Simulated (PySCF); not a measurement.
TiO2, SMILES [O]=[Ti]=[O], multiplicity 1.

Geometry: TPSSh-D3(BJ)/def2-TZVP. The spin state was assumed, not searched. The isomer is the one that the SMILES or the coordinates give; other isomers of the formula were not compared.

Two levels are set side by side: PBE/def2-TZVPD (PySCF) and B3LYP/def2-TZVPD (PySCF). Same geometry, gas phase. Differences are taken from unrounded values.

```
quantity                     B3LYP    PBE  PBE minus B3LYP
---------------------------  -----  -----  ---------------
orbital gap (eV)              3.84   2.25            -1.59
highest occupied level (eV)  -7.13  -5.81             1.31
lowest empty level (eV)      -3.29  -3.56            -0.27
dipole moment (D)             6.75   6.40            -0.35
mean polarisability (bohr³)   34.5   35.8              1.3
```

Without exact exchange PBE keeps part of each electron's self-repulsion, which lifts occupied levels and narrows the gap. Loosely held outer electrons make PBE densities more polarisable. Differences between two approximate levels are no errors against the true value.

Rough cost on one machine, each run with all the roots and properties that it gave: B3LYP against PBE within a factor of 2.
